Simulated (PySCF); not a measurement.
# What a mistake does to a calculation on AlCH3OSi

Calculated results; nothing here was measured. The program is PySCF 2.14.0, an open-source quantum chemistry code, run on an isolated molecule that a program drew, which may never have been made. The molecule is AlCH3OSi (charge 0, singlet), drawn as the SMILES string `O[SiH]=[CH][Al]`.

Each row is a Hartree-Fock (HF) and frozen-core CCSD(T) single point in the cc-pV(D+d)Z basis, meant for a local HF minimum. Run 1 is clean. Each other run has one planted mistake out of seven kinds, and not every kind appears here: one electron removed, one electron added, multiplicity raised by two, geometry at a saddle point, minimal basis STO-3G, one bond length entered in bohr, all coordinates scaled. The reference is restricted for singlets and unrestricted otherwise, and also for a bond in bohr. Adding or removing an electron swaps singlet and doublet. Electrons count all cores. HOMO and LUMO are orbital energies over both spins, the gradient is its largest component, and the lowest frequency (negative if imaginary) is given only where the gradient is small. Bond lengths are over the 6 bonds as drawn. T1 is the CCSD diagnostic: over 0.02 (restricted) or 0.045 (unrestricted) a single reference is doubtful.

Geometry of the clean run:
```xyz
7
AlCH3OSi, angstrom
O    -0.0921    0.3552    0.0886
Si   -0.8179   -0.1111   -1.2948
C    -1.4311   -1.6186   -1.7565
Al   -2.2701   -1.9486   -3.4878
H     0.0322   -0.2784    0.7808
H    -0.8554    1.0841   -2.1408
H    -1.3558   -2.4520   -1.0530
```

```
run  electrons  basis functions  <S^2>  HOMO (eV)  LUMO (eV)  gradient (hartree/bohr)  lowest frequency (cm^-1)  mean bond (Å)  longest bond (Å)      T1  HF (hartree)  CCSD(T) (hartree)             mistake
  1         44               89  0.000      -7.38       1.51                  1.2e-05                       105         1.4631             1.952  0.0155    -645.31786         -645.83226            no fault
  2         45               89  0.777       0.45       6.34                  2.6e-02                         -         1.4631             1.952  0.0209    -645.28114         -645.80645  one electron added
  3         44               89  0.000      -7.80       1.15                  6.3e-02                         -         1.6021             2.137  0.0185    -645.26442         -645.79877                   ?
  4         43               89  0.770     -13.83      -5.62                  3.4e-02                         -         1.4631             1.952  0.0194    -645.08054         -645.56204                   ?
```

**Which mistake was planted in run 3, and what did it cost?**

The mean and the longest bond both change by the same factor, 1.095, and the gradient is no longer small. So the mistake is: all coordinates scaled. Subtracting run 1 and multiplying by 627.51 kcal/mol a hartree, the energy moved by 33.5 kcal/mol in HF and 21.0 kcal/mol in CCSD(T).

**Which mistake was planted in run 4, and what did it cost?**

It counts 43 electrons, one fewer than the clean run, at the same geometry and basis. So the mistake is: one electron removed. Subtracting run 1 and multiplying by 627.51 kcal/mol a hartree, the energy moved by 148.9 kcal/mol in HF and 169.6 kcal/mol in CCSD(T).

Cautions from the logs. Run 2: the HOMO is above zero, so the electron isn't bound and the energy depends on the basis.
